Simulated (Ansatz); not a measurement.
`NCOC[SiH3]` + H–F → `NCOCF` + SiH₄  (substitution at a C–Si bond)

Program: Ansatz. Geometries: PBE0-D4/def2-TZVP. ΔE: electronic, gas phase. CCSD(T)/CBS adds triple-zeta CCSD(T) − MP2 to the extrapolated MP2 energy (def2 sets, frozen cores). This one scheme is used for every species. Functionals use def2-TZVPP. B3LYP here is the variant with VWN-RPA as its local correlation; programs differ in this. One conformer a species, not always the lowest.

CCSD(T)/CBS gives +6.2 kcal/mol.

(1) Another level gave +2.5 kcal/mol. Which?
A. B3LYP/def2-TZVPP
B. B2PLYP/def2-TZVPP
C. CCSD/def2-TZVPP
D. HF/def2-TZVPP

Largest T1 diagnostic among the species: 0.011.

Answers

(1) B. B2PLYP 2.5, CCSD/def2-TZVPP 3.8, HF/def2-TZVPP -2.0, B3LYP 0.7 kcal/mol.

From PBE to PBE0 (25 % exact exchange), in def2-TZVPP and without D4, ΔE moves by +0.8 kcal/mol. In def2-TZVPP, CCSD(T) changes the Hartree–Fock value by +6.3 kcal/mol (the triples alone add +0.4 kcal/mol) and MP2 by +8.6 kcal/mol. The D4 term adds +2.1 kcal/mol with B3LYP and +1.2 kcal/mol with PBE0; it sums over pairs of atoms, weighted by their polarisabilities, and B3LYP, whose exchange is more repulsive, gets the larger term.
